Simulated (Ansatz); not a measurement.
A geometry optimisation of BeH2O with PBE0-D4/def2-TZVP

The starting geometry of this gas-phase singlet was optimised with GFN2-xTB.

```xyz
4

Be   -0.4601   -0.2175   -0.1659
O    -1.4924    0.3499    0.3870
H     1.4215   -1.1503   -1.2432
H     0.8709   -0.7306   -0.8377
```

Question: Predict what it relaxes into with PBE0-D4/def2-TZVP.

Answer: A new bond forms, giving a structure with H3 bridging Be1 and H4, H4 bridging Be1 and H3, given below by its coordinates. Contacts that close: Be1–H3 (2.36 → 1.56 Å).

The energy falls by 0.71 eV over 10 steps:

```csv
step,E − E(last) (eV)
1,0.710
2,0.605
3,0.438
4,0.339
5,0.081
6,0.015
7,0.000
8,0.000
9,0.000
10,0.000
```

Final geometry (Å):

```xyz
4

Be   -0.2731   -0.2893   -0.2874
O    -1.3855    0.1712    0.2656
H     0.7990   -1.1160   -1.0719
H     1.1995   -0.5143   -0.7662
```

Frequencies at the end are all real (lowest 127 cm⁻¹). Run with Ansatz 0.2.0, 12 s on 1 thread of Intel(R) Xeon(R) Platinum 8259CL CPU @ 2.50GHz (Skylake/Cascade Lake), with other jobs on the host.
